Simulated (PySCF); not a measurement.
Stationary points of SiO(OH)₂

Level of theory: PySCF, PBE0, basis Si def2-TZVP, O def2-TZVP, H def2-TZVP (no relativity, density fitting).

Relaxations began from a few typed shapes. The search is not exhaustive: other isomers or separated fragments can lie lower, and high-lying points may rest on an excited occupation.

Problem. Order these stationary points by electronic energy, lowest first, in kJ/mol from the lowest minimum.
A. singlet Cs: O–H 0.961 Å (×2), Si–O 1.509 Å, Si–O 1.610 Å, Si–O 1.621 Å; H–O–Si 115.2°, H–O–Si 116.9°, O–Si–O 106.2°, O–Si–O 126.7°, O–Si–O 127.0°
B. singlet C2v: O–H 0.961 Å (×2), Si–O 1.512 Å, Si–O 1.612 Å (×2); H–O–Si 114.7° (×2), O–Si–O 104.1°, O–Si–O 127.9° (×2)

Solution. B (0.0), A (5.7).

Problem. Which of them are minima?

Solution. By energy in kJ/mol, 0.0: minimum; 5.7: minimum.
